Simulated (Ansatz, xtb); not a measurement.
**Two isomers of C5H8Cl2O**

Structure X is `O=C[C@H](CCl)CCCl`, a singlet and structure Y is `C[C@H](C=O)CC(Cl)Cl`, a singlet. Both are isolated molecules in the gas phase, relaxed with B3LYP/def2-SVP, each in the lowest conformer that the search found.

Problem. Estimate which is lower in electronic energy at CCSD(T)/def2-SVP + ΔMP2/def2-TZVPP, and by roughly how much.

Solution. Too close to call at this level: CCSD(T)/def2-SVP + ΔMP2/def2-TZVPP gives E(Y) − E(X) = −0.35 kcal/mol.

How the difference moves with the method:

| level | geometry | E(Y) − E(X) (kcal/mol) | departure from the last row (kcal/mol) | job, with rough time for the two |
| --- | --- | --- | --- | --- |
| GFN2-xTB | GFN2-xTB | −2.27 | −1.92 | optimisation, 0.18 s |
| HF/STO-3G | GFN2-xTB | +3.13 | +3.47 | single point, 0.44 s |
| r2SCAN-D4/def2-SVP | GFN2-xTB | −0.86 | −0.51 | single point, 4.4 s |
| B3LYP/def2-SVP | B3LYP/def2-SVP | −0.29 | +0.05 | optimisation, 53 s |
| HF/def2-SVP | B3LYP/def2-SVP | +1.60 | +1.94 | part of the CCSD(T) run |
| MP2/def2-SVP | B3LYP/def2-SVP | −1.38 | −1.03 | part of the CCSD(T) run |
| CCSD(T)/def2-SVP | B3LYP/def2-SVP | −0.81 | −0.46 | single point |
| CCSD(T)/def2-SVP + ΔMP2/def2-TZVPP | B3LYP/def2-SVP | −0.35 |  | single point, 1.7 min |

As drawn, both hold the same kinds of bond in the same numbers. Structure X has 0 methyl groups, Y 1.

The largest departure from CCSD(T)/def2-SVP + ΔMP2/def2-TZVPP is that of HF/STO-3G, 3.47 kcal/mol. The last row adds to CCSD(T) the change of the MP2 difference between the two basis sets, here +0.46 kcal/mol.

With thermal terms from frequencies at re-optimised GFN2-xTB minima (ideal gas, soft modes damped towards free rotors, one conformer each, 298.15 K, 1 atm): on the last row, ΔE + ΔZPE = −0.56, ΔH = −0.40, ΔG = −0.42 kcal/mol.

The correlated steps freeze 16 core orbitals. Run with Ansatz 0.2.0, xtb 6.7.1; the last row on 4 threads of Arm Neoverse V2 on a shared host.
